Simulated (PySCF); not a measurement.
# Fe²⁺: excitation energy

Fe²⁺ [Ar] 3d6 (5D) → Fe²⁺ [Ar] 3d5 4s1 (7S), as a difference of total energies. Computed with PySCF 2.14 in ANO-RCC-VTZP (6s5p3d2f1g, 59 functions), with scalar relativity by spin-free X2C-1e. Correlated levels: valence and next inner shell: [Ne] frozen. The calculations carry no spin-orbit coupling.

```json
{"method": "UHF", "excitation energy (eV)": "2.671"}
{"method": "MP2 (valence and next inner shell)", "excitation energy (eV)": "4.035"}
{"method": "SCS-MP2 (valence and next inner shell)", "excitation energy (eV)": "4.160"}
{"method": "CCSD (valence and next inner shell)", "excitation energy (eV)": "3.798"}
{"method": "CCSD(T) (valence and next inner shell)", "excitation energy (eV)": "3.817"}
```

Question: How much does correlation contribute at CCSD(T) (valence and next inner shell)?

Answer: 3.817 − (2.671) = 1.146 eV, measured against UHF.

A first-order spin-orbit estimate (lowest level to lowest level, LS coupling) adds 0.060 eV.

The basis was made for the ground configuration and has no added diffuse functions, so the excitation energy can come out too high.
